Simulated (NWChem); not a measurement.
# C4H4O2; SMILES O=C1CC(=O)C1

```xyz
10

O      0.0000     2.2701     0.0000
C      0.0000     1.0646     0.0000
C      1.1210     0.0000     0.0000
C      0.0000    -1.0646     0.0000
O      0.0000    -2.2701     0.0000
C     -1.1210     0.0000     0.0000
H      1.7779     0.0000     0.8969
H      1.7779     0.0000    -0.8969
H     -1.7779     0.0000    -0.8969
H     -1.7779     0.0000     0.8969
```
Atoms are numbered in this order, from 1.

Computed with NWChem. Structure relaxed at the PBE-D3(BJ)/def2-SVP level.

Taking PBE/def2-TZVPP as the yardstick, which of these has the fewest basis functions while keeping “highest occupied level (eV)” within 0.2 eV of it: PBE/def2-SVPD; PBE/def2-TZVP; PBE/def2-SVP?

PBE/def2-SVPD.
```tsv
level	basis functions	highest occupied level (eV)	relative time (rough)
PBE/def2-SVP	104	-5.64	1
PBE/def2-SVPD	158	-6.00	3
PBE/def2-TZVP	210	-5.87	3
PBE/def2-TZVPP	242	-5.88	4
```

The yardstick is one finite set, not the basis-set limit.
